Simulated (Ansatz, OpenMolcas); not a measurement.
**BSiH3ClO (SMILES [SiH3]O[B]Cl): the energy, rung by rung**

The species is BSiH3ClO (7 atoms), meant as a doublet with charge 0. SMILES: `[SiH3]O[B]Cl`. The shape is that of a PBE0-D4/def2-TZVP optimisation. This is one conformer, not always the lowest.

```xyz
7

Si   -0.5730    0.7754    0.3748
O     0.0449   -0.6484   -0.2336
B     1.2562   -1.0421   -0.5966
Cl    1.6050   -2.6368   -1.2191
H    -1.2013    0.4568    1.6761
H     0.5156    1.7666    0.5412
H    -1.5863    1.2604   -0.5884
```

Quantity: the energy change with the B3–Cl4 bond stretched from 1.747 to 2.271 Å, in eV. The values are calculated.

| level | kind | program | value (eV) | CPU time (all runs) |
| --- | --- | --- | --- | --- |
| UHF/cc-pVDZ | Hartree–Fock | Ansatz | 1.20 | 9 s |
| UTPSS/cc-pVDZ | meta-GGA | OpenMolcas | 1.03 | 99 s |
| UB3LYP/cc-pVDZ | global hybrid | Ansatz | 1.05 | 23 s |
| UBHLYP/cc-pVDZ | global hybrid | OpenMolcas | 1.20 | 64 s |
| UCAM-B3LYP/cc-pVDZ | range-separated hybrid | Ansatz | 1.18 | 27 s |
| UB2PLYP/cc-pVDZ | double hybrid | Ansatz | 1.14 | 27 s |
| RPA@PBE0/cc-pVDZ | RPA | Ansatz | 1.11 | 29 s |
| UMP2/cc-pVDZ | perturbation theory | Ansatz | 1.29 | 9.3 s |

The first shape isn't each level's own minimum. The values span 1.03 to 1.29 eV. Times are those of the runs behind each value, whatever else they computed, on shared processors of several kinds: orders of magnitude only.
